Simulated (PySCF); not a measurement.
# Multinuclear NMR of C5H12O2Si2

Geometry (Å), atoms numbered from 1 in this order:
```xyz
21

C    -1.4119    2.4240    0.5351
C    -1.5056    1.2421   -0.0555
Si   -0.6580   -0.3441    0.5270
O    -1.4032   -1.6733   -0.0463
C    -2.7284   -2.0587    0.1673
C     1.0732   -0.4476   -0.2166
C     1.5397   -1.3779   -1.0363
O     1.8123    0.6096    0.2128
Si    3.3183    1.1233   -0.1045
H    -0.8451    2.5575    1.4418
H    -1.8900    3.3098    0.1437
H    -2.0870    1.1783   -0.9713
H    -0.5937   -0.3481    1.9958
H    -2.9221   -2.9489   -0.4320
H    -2.8965   -2.2902    1.2215
H    -3.4198   -1.2665   -0.1282
H     0.9062   -2.1906   -1.3360
H     2.5485   -1.3531   -1.4177
H     3.4923    1.4299   -1.5266
H     3.3385    2.3100    0.7369
H     4.3233    0.1316    0.2887
```

PySCF calculation with GFN2-xTB geometry and shieldings: GIAO PBE0/pcSseg-1; one averaged value for each set of equivalent atoms, no relativistic terms, one computed conformer, isolated molecule.

Question: Where does $^{29}$Si resonate?

Answer: 
```json
{"atoms": "Si3", "environment": "silicon bonded to 2 C, O, H", "σ (ppm)": "379.2", "δ (ppm)": "-31.7"}
{"atoms": "Si9", "environment": "silicon bonded to O, 3 H", "σ (ppm)": "395.4", "δ (ppm)": "-45.0"}
```

Shieldings were converted by a linear fit to measured shifts: $^{29}$Si: δ = 279.94 − 0.822σ (rms 8.9 ppm, 72 shifts, 25.8 ppm with the 6 outliers that the fit left out vs TMS, solution or neat liquid). A few per cent of atoms miss by over 2 rms, more outside the fitted compound classes.

On a 300 MHz spectrometer $^{29}$Si resonates near 59.6 MHz, so 1 ppm is 59.6 Hz.

Question: Where does $^{17}$O resonate?

Answer: 
```
atoms             environment  σ (ppm)  δ (ppm)
   O8  oxygen bonded to C, Si    239.5     48.5
   O4  oxygen bonded to C, Si    333.7    -37.3
```

Shieldings were converted by a linear fit to measured shifts: $^{17}$O (scatter 10.7 ppm rms, 12.2 ppm with the 3 outliers that the fit left out vs liquid water, solution or neat liquid). A few per cent of atoms miss by over 2 rms, more outside the fitted compound classes.

On a 300 MHz spectrometer $^{17}$O resonates near 40.7 MHz, so 1 ppm is 40.7 Hz.
